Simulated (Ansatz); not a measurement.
Program: Ansatz 0.2.0.

A structure relaxed at PBE0-D4/def2-TZVP, charge 0, multiplicity 1:

```xyz
13

B     0.054   -2.193    2.451
O     0.511   -0.996    2.060
In    0.968   -0.447    0.200
F     2.005   -1.869   -0.633
C     0.563    1.400   -0.759
Si   -1.103    1.451   -1.614
H    -0.103   -2.382    3.631
H    -0.214   -3.063    1.654
H     1.372    1.557   -1.476
H     0.620    2.172    0.012
H    -1.174    0.379   -2.640
H    -1.318    2.768   -2.269
H    -2.182    1.223   -0.617
```

Task: Give its formula and SMILES.

Result: CH7BFInOSi, `B[O][In]([F])[CH2][SiH3]`.

Task: Point group (tolerance 0.08 Å, 0.16 Å for H)?

Result: C1.

Task: Summarise the bond lengths by kind.

Result: 1 × B–O 1.340 Å; 2 × B–H 1.206 to 1.210 Å; 1 × In–O 1.992 Å; 1 × F–In 1.948 Å; 1 × C–In 2.119 Å; 1 × C–Si 1.873 Å; 2 × C–H 1.092 to 1.093 Å; 3 × H–Si 1.486 to 1.487 Å.
